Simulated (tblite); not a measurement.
Compound: C2H12O2Si4.
Geometry (GFN2-xTB, Å), atoms numbered from 1 in this order:
```xyz
20
C2H12O2Si4 angstrom
O     -0.1468    1.2889   -1.9543
C     -0.3870    0.1429   -1.6343
C     -0.8287   -0.2068   -0.2961
Si    -2.4213   -1.2427   -0.3725
Si    -1.0186    1.5186    0.5224
Si     0.5757   -1.2371    0.4853
O      1.9767   -0.4563    0.3478
Si     3.0790    0.6854   -0.0212
H     -0.2574   -0.6765   -2.3680
H     -2.7475   -1.7228    0.9697
H     -3.5162   -0.4241   -0.8969
H     -2.2226   -2.3920   -1.2619
H     -2.0339    2.2709   -0.2097
H      0.2488    2.2339    0.6017
H     -1.5146    1.2749    1.8881
H      0.3210   -1.4152    1.9107
H      0.7713   -2.4956   -0.2354
H      3.0038    1.6903    1.0372
H      2.7702    1.2232   -1.3399
H      4.3429   -0.0490    0.0048
```

Level: GFN2-xTB in tblite, geometry and Hessian alike; calculated harmonic values, unscaled, isolated species. Errors from tens to a few hundred cm⁻¹ against measured bands are possible. Modes of hydrogen on silicon can be 10 to 20 % off. One conformer, not necessarily the lowest.

Harmonic wavenumbers (cm⁻¹): 25.2, 55.8, 70.4, 75.7, 86.5, 112.8, 123.9, 144.5, 157.4, 196.4, 206.5, 241.4, 307.9, 414.6, 486.9, 511.7, 525.4, 528.3, 536.4, 559.5, 598.2, 607.1, 613.7, 633.8, 735.3, 757.1, 765.3, 771.8, 773.4, 775.8, 787.1, 790.4, 798.6, 807.9, 817.0, 827.3, 936.9, 962.1, 1102.2, 1156.0, 1371.4, 1687.2, 2188.2, 2235.3, 2256.2, 2262.3, 2264.6, 2271.5, 2278.6, 2297.0, 2303.2, 2310.5, 2319.8, 2750.1.

A = 1493, B = 682.9, C = 596.4 MHz; mass 179.991 u (most abundant isotopes); point group C1, symmetry number 1.

Problem. Zero-point energy?

Solution. Half the sum of the wavenumbers: 26090 cm⁻¹ = 312.11 kJ/mol.

Problem. Give the ideal-gas entropy at 200 K and 1 bar in the rigid-rotor, harmonic-oscillator model (classical rotation).

Solution. Translation 165.32, rotation 123.25, vibration 146.23: S = 434.8 J/(mol K).

Problem. And Cp and H(200 K) − H(0)?

Solution. Cp = 172.90 J/(mol K), of which vibrations give 139.65 (their classical limit is 54 R = 449.0); H(200 K) − H(0) = 21.70 kJ/mol without the zero-point energy, 15.05 from vibrations.

Problem. Blend soft modes into free rotors: weight 1/[1 + (100 cm⁻¹/ν̃)⁴] for the oscillator and the rest for a rotor with moment μB/(μ + B), μ = h/(8π²ν), B = 10⁻⁴⁴ kg m². What vibrational entropy results?

Solution. 132.66 J/(mol K) in place of 146.23, which changes −T·S at 200 K by +2.72 kJ/mol.

Problem. How do the functions run with temperature in this model?

Solution. 
```
 T (K)  S (J/(mol K))  Cp (J/(mol K))  H − H(0) (kJ/mol)  G − H(0) (kJ/mol)  ln q(vib)
    50          272.6            78.0               2.61             -11.02       1.34
   100          338.5           113.2               7.47             -26.38       3.80
298.15          514.9           229.9              41.56            -111.94      12.85
373.15          570.3           264.1              60.14            -152.66      16.00
   500          653.9           307.1              96.52            -230.43      21.06
   750          790.0           363.5             180.92            -411.59      30.01
  1000          899.9           399.3             276.60            -623.27      37.82
```

q(vib) and H(0) count from the zero-point level.

Problem. What must be added to the electronic energy to get the Gibbs energy at 200 K and 1 bar?

Solution. ZPE + [H(200 K) − H(0)] − T·S = 312.11 + 21.70 − 86.96 = 246.85 kJ/mol.

Problem. Which modes carry the vibrational entropy at 200 K?

Solution. 25.2 cm⁻¹: 22.52; 55.8 cm⁻¹: 15.96; 70.4 cm⁻¹: 14.06; 75.7 cm⁻¹: 13.47; 86.5 cm⁻¹: 12.39; 112.8 cm⁻¹: 10.28 J/(mol K); the other 48 give 57.55 together.

Hindered rotation and anharmonicity are outside this model. Other conformers, if any are populated, would add a mixing term that is left out. The structure is chiral; the term R ln 2 for an equal mix with its mirror image is left out.
